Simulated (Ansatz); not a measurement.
```yaml
crystal:
  periodic: [false, false, false]
  atoms:
    - {symbol: Ge, position_ang: [0.000223, -0.000402, 0.047679]}
    - {symbol: F, position_ang: [0.008144, -0.016005, 1.764187]}
    - {symbol: Cl, position_ang: [2.009872, 0.010063, -0.613250]}
    - {symbol: Cl, position_ang: [-1.013110, 1.746127, -0.583488]}
    - {symbol: Cl, position_ang: [-1.005128, -1.739803, -0.615128]}
basis:
  gaussian: {orbitals: 6-31G}
hamiltonian: {xc: {name: LC-wPBE}}
scf: {lower_state_search: light}
output: {forces: true}
```

```sh
$ ansatz run in.yaml --threads 2 --pin off --events-out ev --progress --plain --max-ram 4352MiB
```

Output, abridged:

```
Functional definition: LC-wPBE
759 factors; integrals over basis functions are off by at most 1.8e-4 eV
285 factors; integrals over basis functions are off by at most 1.0e-5 eV
mean field evaluation 1: about -96770.4892 eV, gradient 3.9e1 eV
mean field evaluation 2: about -96771.2512 eV, gradient 4.6e1 eV
mean field evaluation 4: about -96774.0353 eV, gradient 1.7e0 eV
mean field evaluation 8: about -96774.0477 eV, gradient 8.7e-2 eV
mean field evaluation 16: about -96774.0477 eV, gradient 4.2e-5 eV
mean field -96774.04771807 eV, -3556.3806578336 hartree, gradient 4.2e-5 eV, S^2 0.000000; 0 other end points of the search recorded, 0 dependent functions left out
reference -96774.04771808 eV, -3556.3806578338 hartree; 46, 46 occupied and 31, 31 virtual orbitals, 759 factors
Total energy: -96774.04771808 eV, -3556.3806578338 hartree
Atom 0 at     0.000223    -0.000402     0.047679 Å, force     0.001359    -0.003449     0.364792 eV/Å
Atom 1 at     0.008144    -0.016005     1.764187 Å, force     0.002628    -0.004753     0.537500 eV/Å
Atom 2 at     2.009872     0.010063    -0.613250 Å, force     0.934392     0.005036    -0.305039 eV/Å
Atom 3 at    -1.013110     1.746127    -0.583488 Å, force    -0.470904     0.812210    -0.291220 eV/Å
Atom 4 at    -1.005128    -1.739803    -0.615128 Å, force    -0.467476    -0.809045    -0.306033 eV/Å
Dipole moment:    -0.000640     0.001331    -0.138590 e Å
```

Run time 4.4 s (2 threads of Intel Xeon on a shared host).

The 6-31G sets use Cartesian d functions. LC-ωPBE has ω = 0.4 bohr⁻¹.
